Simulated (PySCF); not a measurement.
Gas-phase reaction: 2 BI₃ + BCl₃ = 3 I₂ + 3 BCl

Computed with PySCF and rigid-rotor harmonic-oscillator thermochemistry at 1 bar. † marks an energy on the PBE0/def2-TZVP geometry and frequencies. MP2 and CCSD(T) freeze the core. All species are closed-shell singlets. B3LYP is the form with VWN-RPA correlation. I: scalar-relativistic def2 core potential, no spin-orbit coupling. MP2 isn't extrapolated to the basis-set limit; its ΔH°(298 K) is 1267.7 kJ in def2-SVP and 1271.2 kJ in def2-TZVPP. CCSD(T) isn't extrapolated to the basis-set limit; its ΔH°(298 K) is 1131.5 kJ in def2-SVP and 1122.5 kJ in def2-TZVPP. The harmonic model lacks anharmonicity and excited electronic states, which grow with temperature; levels with a mode under 35 cm⁻¹ are left out. Soft modes under 120 cm⁻¹ make the harmonic entropy rough for BI₃.

ΔH° and ΔS° at 298 K: B3LYP/def2-TZVP† 1058 kJ, 431 J/K; CCSD(T)/def2-TZVPP† 1123 kJ, 431 J/K; M06-2X/def2-TZVP† 1118 kJ, 431 J/K; MP2/def2-SVP† 1268 kJ, 431 J/K; PBE/def2-TZVP† 1147 kJ, 431 J/K.

Q: With the heat capacities included, give log10 K (1 bar) at 500, 600, 1400, 1800, 2500 K from B3LYP/def2-TZVP†, CCSD(T)/def2-TZVPP†, M06-2X/def2-TZVP†, MP2/def2-SVP†, PBE/def2-TZVP†.

A: 
```json
[
 {"T (K)": "500", "B3LYP/def2-TZVP†": "-88.0", "CCSD(T)/def2-TZVPP†": "-94.8", "M06-2X/def2-TZVP†": "-94.3", "MP2/def2-SVP†": "-109.9", "PBE/def2-TZVP†": "-97.3"},
 {"T (K)": "600", "B3LYP/def2-TZVP†": "-69.7", "CCSD(T)/def2-TZVPP†": "-75.3", "M06-2X/def2-TZVP†": "-74.9", "MP2/def2-SVP†": "-87.9", "PBE/def2-TZVP†": "-77.4"},
 {"T (K)": "1400", "B3LYP/def2-TZVP†": "-17.4", "CCSD(T)/def2-TZVPP†": "-19.8", "M06-2X/def2-TZVP†": "-19.7", "MP2/def2-SVP†": "-25.3", "PBE/def2-TZVP†": "-20.8"},
 {"T (K)": "1800", "B3LYP/def2-TZVP†": "-8.9", "CCSD(T)/def2-TZVPP†": "-10.7", "M06-2X/def2-TZVP†": "-10.6", "MP2/def2-SVP†": "-14.9", "PBE/def2-TZVP†": "-11.4"},
 {"T (K)": "2500", "B3LYP/def2-TZVP†": "-0.6", "CCSD(T)/def2-TZVPP†": "-1.9", "M06-2X/def2-TZVP†": "-1.8", "MP2/def2-SVP†": "-4.9", "PBE/def2-TZVP†": "-2.4"}
]
```
